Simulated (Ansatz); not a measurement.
Isolated molecules relaxed with PBE0-D4/def2-TZVP in Ansatz; ΔE leaves out vibrations. CCSD(T)/CBS adds triple-zeta CCSD(T) − MP2 to the extrapolated MP2 energy (def2 sets, frozen cores). DFT in def2-TZVPP. B3LYP here is the variant with VWN-RPA as its local correlation; programs differ in this. For Ge outer-core shells are correlated without core-valence functions, which leaves a few kJ/mol of doubt a bond. Scalar relativity is left out up to krypton. Each species was taken in one conformer, which may not be the lowest.

`C[O][GeH]([SH])[Cl]` + `CN[SiH2][AlH2]` → `C[NH][GeH]([Cl])[O]C` + `[AlH2][SiH2]S`  (redistribution)

`C[O][GeH]([SH])[Cl]`:

Z-matrix (Å, degrees):
```
C
O 1 1.413
H 1 1.096 2 111.7
H 1 1.091 2 107.5 3 119.0
H 1 1.096 2 111.5 3 -122.1
Ge 2 1.758 1 120.3 3 56.3
Cl 6 2.154 2 108.0 1 63.4
S 6 2.211 2 112.1 1 -54.5
H 6 1.525 2 105.8 1 -177.9
H 8 1.343 6 92.8 2 97.9
```

`CN[SiH2][AlH2]`:

Cartesian coordinates in Å:
```
C 1.124 1.429 -0.229
N 1.262 -0.010 -0.303
Si 0.155 -1.055 0.524
Al -2.248 -0.789 -0.016
H 2.042 1.923 -0.558
H 0.961 1.726 0.811
H 0.291 1.832 -0.822
H 1.595 -0.329 -1.200
H 0.345 -0.855 1.995
H 0.580 -2.451 0.205
H -3.367 -1.605 0.773
H -2.738 0.185 -1.181
```

`C[NH][GeH]([Cl])[O]C`:

```xyz
14

C    -0.704    1.525    1.594
N    -0.266    0.273    1.008
Ge   -0.896   -0.349   -0.576
Cl   -0.791    1.330   -1.924
O     0.176   -1.640   -1.101
C     1.556   -1.384   -1.276
H    -1.684    1.473    2.086
H     0.027    1.869    2.331
H    -0.761    2.289    0.816
H    -0.130   -0.459    1.691
H    -2.309   -0.934   -0.665
H     1.736   -0.776   -2.169
H     2.057   -2.346   -1.403
H     1.991   -0.871   -0.412
```

`[AlH2][SiH2]S`:

Cartesian coordinates in Å:
```
Al 1.299 -0.391 -1.220
Si -0.158 0.081 0.702
S -2.114 0.514 -0.074
H 0.728 -0.340 -2.699
H 2.826 -0.750 -0.971
H 0.345 1.235 1.505
H -0.222 -1.077 1.642
H -2.703 0.729 1.115
```

| level | ΔE (kJ/mol) | difference from CCSD(T)/CBS |
| --- | --- | --- |
| PBE-D4 | 12.6 | 6.8 |
| r2SCAN-D4 | 11.0 | 5.2 |
| PBE0-D4 | 9.9 | 4.1 |
| B3LYP-D4 | 13.3 | 7.5 |
| ωB97X-V | 7.4 | 1.6 |
| ωB97M-V | 9.5 | 3.7 |
| B2PLYP | 10.1 | 4.3 |
| PBE | 12.6 | 6.8 |
| r2SCAN | 11.1 | 5.3 |
| PBE0 | 9.8 | 4.0 |
| B3LYP | 13.1 | 7.3 |
| HF/def2-TZVPP | 7.0 | 1.2 |
| MP2/def2-TZVPP | 5.5 | -0.3 |
| SCS-MP2/def2-TZVPP | 6.0 | 0.2 |
| CCSD/def2-TZVPP | 5.2 | -0.6 |
| CCSD(T)/def2-TZVPP | 5.5 | -0.3 |
| HF/def2-QZVPP | 7.6 | 1.8 |
| MP2/def2-QZVPP | 5.9 | 0.1 |
| SCS-MP2/def2-QZVPP | 6.2 | 0.4 |
| HF/CBS(def2) | 7.7 | 1.9 |
| MP2/CBS(def2) | 5.7 | -0.1 |
| CCSD/CBS(def2) | 5.4 | -0.4 |
| CCSD(T)/CBS | 5.8 | 0 |

Largest T1 diagnostic among the species: 0.012.
